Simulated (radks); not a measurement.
Values are calculated unless marked as measured or tabulated.
Q: Species: Tm+. Configuration: [Xe] 4f13 6f1 (not the ground configuration). Level of theory: Dirac Kohn-Sham, PBE, spin-unpolarised, spherical densities, finite nucleus; open shells fill j = l - 1/2 first; Fermi nuclear charge, rms radius 5.2256 fm (a radial shooting solver on a logarithmic mesh with Libxc functionals).

Spin-orbit splittings of the eigenvalues, e(l+1/2) - e(l-1/2), with zeta = 2 splitting/(2l+1) and mean radii in bohr:

shell  occ.  splitting (eV)  zeta (eV)  <r> j=l-1/2  <r> j=l+1/2
2p        6               ?          ?      0.07008      0.07746
3p        6           207.0      138.0       0.2103       0.2241
3d       10           45.24      18.09       0.1973       0.2016
4p        6           46.69      31.13       0.5062       0.5382
4d       10           8.492      3.397       0.5653       0.5766
4f       13           1.198     0.3423       0.7900       0.8101
5p        6           5.749      3.833        1.387        1.498
6f        1        0.002098  0.0005995        14.91        14.91

Estimate the 2p splitting.

A: 980.2 eV (zeta = 653.4 eV).
